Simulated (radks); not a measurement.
Spherical jellium clusters: N electrons in a uniform positive sphere of charge N and radius rs N^(1/3), rs = 3.56 bohr. Method: non-relativistic Kohn-Sham, exchange-only LDA, spin-polarised, spherical densities; computed with a radial shooting solver with Libxc functionals. Levels are named by radial order and angular momentum (1s, 1p, 1d, 2s, ...), and open shells are averaged over m.

N = 17, configuration 1s2 1p6 1d(up 5, down 4). This is the lowest configuration that the search found. Occupied and some empty levels:

| level | occupation | eigenvalue (eV) | <r> (bohr) |
|---|---|---|---|
| 1s up | 1 | -5.0590 | 5.548 |
| 1s down | 1 | -4.9632 | 5.402 |
| 1p up | 3 | -3.9170 | 6.833 |
| 1p down | 3 | -3.7624 | 6.789 |
| 1d up | 5 | -2.5846 | 7.797 |
| 1d down | 4 | -2.4141 | 7.815 |
| 2s up | 0 | -2.2068 | 6.900 |
| 2s down | 0 | -2.1433 | 6.965 |
| 1f up | 0 | -1.1212 | 8.822 |
| 1f down | 0 | -0.95981 | 8.919 |
| 2p up | 0 | -0.76079 | 9.587 |
| 2p down | 0 | -0.69096 | 9.744 |

Energy (eV): total -15.7664, kinetic 35.376, external -1007.1, Hartree 493.14, exchange-correlation -52.654, background 515.47.
